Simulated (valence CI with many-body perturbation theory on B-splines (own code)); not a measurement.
Results of a calculation; reference values are marked as such.
Sm XXIII: magnetic and hyperfine properties of the levels

Level of theory: configuration interaction combined with many-body perturbation theory (CI+MBPT): four valence electrons over a frozen Dirac-Fock core [Kr], radial functions for each j: 7 s, 7 p, 8 d, 6 f, 4 g, 1 h, with the one-electron correlation potential Σ1, the two-electron term Σ2, the three-electron term Σ3, Breit, model QED; selected CI, second order for the rest, scaled by the run's own slope (own B-spline code, finite nucleus).

No measured spectrum was set against this ion. As an estimate, terms of the open shell hold to 2 to 4 % of their energy, and close levels can change places. The list stops below the first excitations out of the core.

A/g_I is the dipole constant over the nuclear g factor μ/I (μ in nuclear magnetons, uniformly magnetised nucleus), B/Q the quadrupole constant per barn. Both hold the static response of the core; the bare values leave it out. Large factors of s and p1/2 electrons are usually good to 5 to 10 %; those of open d and f shells near neutrality can be off by tens of per cent, and small factors of p3/2, d and f electrons come from cancelling terms and can be off by a factor of two or in sign, in half-filled shells by more. B is blank for J = 1/2, where it vanishes, and for nearly pure S terms. Energies count from the lowest level. Levels with J = 0 are left out.

Levels are named by their leading jj configuration (3d3/2^4 stands for four electrons in 3d with j = 3/2), which in mixed levels can hold well under half, so a name can repeat and another be missing. Letters in brackets count levels of one name in rising energy.

| Level | E (cm⁻¹) | g | A/g_I (MHz) | A/g_I bare | B/Q (MHz/b) | B/Q bare |
| --- | --- | --- | --- | --- | --- | --- |
| (4d3/2^3 4d5/2) J=1 | 31245 | 1.498 | -809 | -184 | 2600 | 2470 |
| (4d3/2^3 4d5/2) J=2 | 50409 | 1.409 | 2240 | 2720 | 3070 | 2920 |
| (4d3/2^3 4d5/2) J=4 | 59794 | 1.176 | 5940 | 6060 | -1720 | -1690 |
| (4d3/2^3 4d5/2) J=3 | 60624 | 1.336 | 4140 | 4500 | 511 | 469 |
| (4d3/2^2 4d5/2^2) J=4 [a] | 91165 | 1.132 | 5290 | 5350 | -1780 | -1720 |
| (4d3/2^2 4d5/2^2) J=3 [a] | 98551 | 0.992 | 5850 | 5700 | 1540 | 1460 |
| (4d3/2^2 4d5/2^2) J=2 [a] | 99551 | 0.980 | 4740 | 4590 | 4720 | 4510 |
| (4d3/2^2 4d5/2^2) J=5 | 107100 | 1.079 | 6010 | 5980 | 5830 | 5550 |
| (4d3/2^2 4d5/2^2) J=1 | 111170 | 1.251 | 5560 | 5780 | -37.5 | -51.6 |
| (4d3/2^2 4d5/2^2) J=6 | 114420 | 1.098 | 6240 | 6250 | 6550 | 6230 |
| (4d3/2^2 4d5/2^2) J=4 [b] | 122890 | 1.029 | 6910 | 6810 | -2920 | -2760 |
| (4d3/2^2 4d5/2^2) J=2 [b] | 125360 | 1.145 | 5520 | 5590 | 1460 | 1380 |
| (4d3/2^2 4d5/2^2) J=3 [b] | 126100 | 1.157 | 6180 | 6260 | 2500 | 2390 |
| (4d3/2 4d5/2^3) J=4 [a] | 141190 | 1.194 | 4340 | 4500 | 1700 | 1620 |
| (4d3/2^2 4d5/2^2) J=2 [c] | 150620 | 1.056 | 7980 | 7910 | 223 | 200 |
| (4d3/2 4d5/2^3) J=3 [a] | 152260 | 1.108 | 4140 | 4170 | 632 | 617 |
| (4d3/2 4d5/2^3) J=5 | 161740 | 1.150 | 5100 | 5190 | -3880 | -3700 |
| (4d3/2 4d5/2^3) J=1 [a] | 163210 | 0.781 | 7640 | 7190 | 2510 | 2390 |
| (4d3/2 4d5/2^3) J=6 | 165940 | 1.064 | 6020 | 5970 | 8190 | 7840 |
| (4d3/2^2 4d5/2^2) J=4 [c] | 169030 | 1.116 | 4910 | 4940 | 5710 | 5450 |
| (4d3/2^2 4d5/2^2) J=2 [d] | 175610 | 1.343 | 4070 | 4440 | -1170 | -1110 |
| (4d3/2 4d5/2^3) J=3 [b] | 186600 | 1.082 | 5760 | 5740 | 4090 | 3920 |
| (4d3/2 4d5/2^3) J=2 | 187600 | 0.991 | 6960 | 6810 | 4980 | 4740 |
| (4d3/2 4d5/2^3) J=3 [c] | 214730 | 1.065 | 6410 | 6360 | 8520 | 8110 |
| (4d3/2 4d5/2^3) J=1 [b] | 215850 | 1.464 | 649 | 1210 | -3490 | -3310 |
| (4d5/2^4) J=4 | 217730 | 1.056 | 5640 | 5590 | 3010 | 2880 |
| (4d5/2^4) J=2 [a] | 220940 | 1.058 | 6220 | 6170 | -866 | -822 |
| (4d3/2 4d5/2^3) J=4 [b] | 227050 | 1.135 | 5280 | 5340 | -2170 | -2050 |
| (4d5/2^4) J=2 [b] | 261940 | 1.003 | 5540 | 5410 | -4440 | -4230 |

Task: Take the isotope of mass number 147, with I = 7/2, μ = -0.809 μN and Q = -0.26 b. What is the hyperfine structure of (4d3/2^2 4d5/2^2) J=4 [a]?

Result: From the table A = -1220 MHz, B = 463 MHz. Shifts from the centre of gravity in MHz: F = 1/2: 21600, F = 3/2: 19700, F = 5/2: 16600, F = 7/2: 12200, F = 9/2: 6620, F = 11/2: -124, F = 13/2: -8000, F = 15/2: -17000.
